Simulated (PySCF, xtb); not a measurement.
Si(H)2(Me)(NCO) (C₂H₅NOSi), SMILES C[SiH2]N=C=O. The values are those of a single conformer.

Harmonic wavenumbers (cm⁻¹) from GFN2-xTB run with xtb 6.7.1 at its own minimum, in rising order: 29, 71, 119, 194, 464, 494, 498, 577, 632, 693, 764, 782, 829, 846, 1374, 1479, 1482, 1515, 2239, 2256, 2508, 3035, 3037, 3047.

What does ωB97X-D3(BJ)/def2-SVP (PySCF) give at its own minimum? (An estimate is asked for; the answer gives what the named calculation found.)

50, 63, 175, 241, 503, 580, 631, 632, 717, 741, 774, 891, 940, 982, 1289, 1439, 1444, 1550, 2264, 2268, 2480, 3070, 3174, 3180. Paired by order, the mean absolute difference is 63 cm⁻¹ and the zero-point energies are 41.4 and 43.0 kcal/mol.
